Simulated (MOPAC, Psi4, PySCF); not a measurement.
Relaxed torsion scan: SMILES CC(C)(C)CCCl (C6H13Cl). Scanned: dihedral C2–C5–C6–Cl7; all other coordinates were relaxed at GFN2-xTB. Points at φ and −φ are mirror images. Heavy atoms are numbered in the order of the SMILES CC(C)(C)CCCl, hydrogens after them in the order of the atoms that carry them; the mirror image has the same energies with the sign of each dihedral reversed.

AM1, restricted, heats of formation // GFN2-xTB (MOPAC); PM6, restricted, heats of formation // GFN2-xTB (MOPAC); RKS-B3LYP/6-31G* = restricted B3LYP/6-31G*, spherical d, density fitting // GFN2-xTB run with PySCF; PBE-D3(BJ)/def2-SVP // GFN2-xTB (Psi4).

Energies relative to the lowest point of each profile, in kJ/mol; the last columns give the difference from PBE-D3(BJ):

```tsv
φ / °	AM1	PM6	RKS-B3LYP/6-31G*	PBE-D3(BJ)/def2-SVP	AM1 − PBE-D3(BJ)/def2-SVP	PM6 − PBE-D3(BJ)/def2-SVP	RKS-B3LYP/6-31G* − PBE-D3(BJ)/def2-SVP
-150	3.2	3.2	6.4	6.0	-2.8	-2.8	0.4
-120	7.0	6.3	13.0	11.3	-4.3	-5.0	1.6
-90	5.4	3.2	8.9	3.0	2.4	0.2	5.9
-60	9.9	9.8	11.6	1.4	8.5	8.5	10.2
-30	23.0	21.4	28.1	15.5	7.4	5.9	12.6
0	31.0	28.8	38.6	26.1	5.0	2.8	12.5
30	23.0	21.4	28.1	15.5	7.4	5.9	12.6
60	9.9	9.8	11.6	1.4	8.5	8.5	10.2
90	5.4	3.2	8.9	3.0	2.4	0.2	5.9
120	7.0	6.3	13.0	11.3	-4.3	-5.0	1.6
150	3.2	3.2	6.4	6.0	-2.8	-2.8	0.4
180	0.0	0.0	0.0	0.0	0.0	0.0	0.0
```

AM1 is furthest from PBE-D3(BJ)/def2-SVP at -60 (8.5 kJ/mol, above); its mean absolute difference over the points is 4.7 kJ/mol.

PM6 is furthest from PBE-D3(BJ)/def2-SVP at -60 (8.5 kJ/mol, above); its mean absolute difference over the points is 4.0 kJ/mol.

RKS-B3LYP/6-31G* is furthest from PBE-D3(BJ)/def2-SVP at -30 (12.6 kJ/mol, above); its mean absolute difference over the points is 6.2 kJ/mol.
